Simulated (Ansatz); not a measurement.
**Worked example: vertical ionisation energy of BCl2F (dichlorofluoroborane)**

BCl2F has 4 atoms, charge 0, and is taken as a singlet. SMILES: `FB(Cl)Cl`. Geometry: relaxed at PBE0-D4/def2-TZVP.

Both states at this one shape; open shells run unrestricted unless said. 1 Eh = 27.2114 eV.

```
          level  program  singlet BCl2F (Eh)  doublet BCl2F+ (Eh)
     PBE/STO-3G   Ansatz        -1032.923333         -1032.548590
 r2SCAN0/STO-3G   Ansatz        -1033.432206         -1033.024892
wB97X/6-311+G**   Ansatz        -1045.260632         -1044.809521
```

Work out the vertical ionisation energy at each level.


1. PBE/STO-3G: -1032.548590 − (-1032.923333) = 0.374743 Eh = 10.20 eV.
2. r2SCAN0/STO-3G: -1033.024892 − (-1033.432206) = 0.407314 Eh = 11.08 eV.
3. wB97X/6-311+G**: -1044.809521 − (-1045.260632) = 0.451111 Eh = 12.28 eV.

No measured value is set beside it here; the levels span 10.20 to 12.28 eV. Minimal sets are far from the basis-set limit.
